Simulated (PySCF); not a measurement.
**`InChI=1S/C4HCl2F3O/c5-1-2(3(6)10)4(7,8)9/h1H/b2-1-`**

Molfile (atoms numbered from 1):
```
C4HCl2F3O
     RDKit          3D

 11 10  0  0  0  0  0  0  0  0999 V2000
    2.3465    0.7951   -0.4128 O   0  0  0  0  0  0  0  0  0  0  0  0
    1.5462   -0.0292   -0.0972 C   0  0  0  0  0  0  0  0  0  0  0  0
    2.0527   -1.6252    0.3848 Cl  0  0  0  0  0  0  0  0  0  0  0  0
    0.0821    0.1928   -0.0724 C   0  0  0  0  0  0  0  0  0  0  0  0
   -0.3287    1.4314   -0.4092 C   0  0  0  0  0  0  0  0  0  0  0  0
   -1.8966    2.0214   -0.4722 Cl  0  0  0  0  0  0  0  0  0  0  0  0
   -0.8296   -0.9445    0.3294 C   0  0  0  0  0  0  0  0  0  0  0  0
   -0.6017   -1.3487    1.5868 F   0  0  0  0  0  0  0  0  0  0  0  0
   -2.1257   -0.6254    0.2747 F   0  0  0  0  0  0  0  0  0  0  0  0
   -0.6814   -2.0139   -0.4636 F   0  0  0  0  0  0  0  0  0  0  0  0
    0.4414    2.1489   -0.6742 H   0  0  0  0  0  0  0  0  0  0  0  0
  1  2  2  0
  2  3  1  0
  2  4  1  0
  4  5  2  0
  5  6  1  0
  4  7  1  0
  7  8  1  0
  7  9  1  0
  7 10  1  0
  5 11  1  0
M  END
```

Method: GIAO BP86/ANO-RCC-VDZP magnetisability, rotational g tensor and spin-rotation constants, non-relativistic, gas phase (PySCF 2.14.0). Geometry: GFN2-xTB.

Give the nuclear spin-rotation constants along the inertial axes (H = +C I·J) beside the isotropic shieldings.

Rotational constants 1.4450, 0.7618, 0.5466 GHz. A star marks the isotopologue with that one atom substituted, in its own axes.
```tsv
atom	isotope	Caa (kHz)	Cbb (kHz)	Ccc (kHz)	mean (kHz)	σ (ppm)
Cl3	35Cl	0.378	0.385	0.222	0.328	497.6
Cl6	35Cl	0.435	0.296	0.085	0.272	680.3
F8	19F	1.976	1.164	0.725	1.288	226.2
F9	19F	1.816	1.153	0.642	1.204	242.2
F10	19F	1.960	1.167	0.724	1.284	226.8
H11	1H	-0.123	0.077	-0.060	-0.035	23.4
O1	17O*	-0.792	-0.599	-0.046	-0.479	-180.6
C2	13C*	0.729	0.245	0.151	0.375	18.6
C4	13C*	0.529	0.306	0.096	0.310	55.4
C5	13C*	0.622	0.340	0.090	0.351	32.8
C7	13C*	0.436	0.260	0.169	0.288	50.1
```
For the geometry as given, no vibrational averaging.
